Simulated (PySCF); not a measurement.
N-methylmethanimine (C2H5N), SMILES CN=C.

Coordinates come from a PBE0-D3(BJ)/def2-TZVP optimisation.

These are TDA-CAM-B3LYP/def2-SVPD (PySCF 2.14.0) values and carry that method's errors.

Vertical excitations. The molecule is in vacuum. State labels are in the subgroup Cs.

Computed UV-visible absorptions:
```csv
state,symmetry,energy (eV),λ (nm),f,main pairs
S1,A",5.06,245,0.002,HOMO→LUMO 98 %
S2,A',7.32,169,0.032,HOMO→LUMO+1 93 %
S3,A',8.11,153,0.009,HOMO→LUMO+2 89 %
S4,A',8.47,146,0.307,HOMO−1→LUMO 76 %
S5,A",8.54,145,0.001,HOMO−1→LUMO+1 96 %
S6,A",8.73,142,0.001,HOMO−2→LUMO 94 %
S7,A',8.97,138,0.235,"HOMO→LUMO+3 76 %, HOMO→LUMO+4 17 %"
S8,A',9.40,132,0.160,"HOMO→LUMO+4 75 %, HOMO→LUMO+3 15 %"
S9,A",9.42,132,0.050,HOMO−1→LUMO+2 96 %
S10,A",9.73,127,0.000,HOMO→LUMO+5 91 %
T1,A",4.15,299,0,HOMO→LUMO 97 %
T2,A',4.89,253,0,HOMO−1→LUMO 92 %
T3,A',7.10,175,0,HOMO→LUMO+1 94 %
T4,A',8.00,155,0,HOMO→LUMO+2 94 %
```
Triplets are in the Tamm–Dancoff approximation.
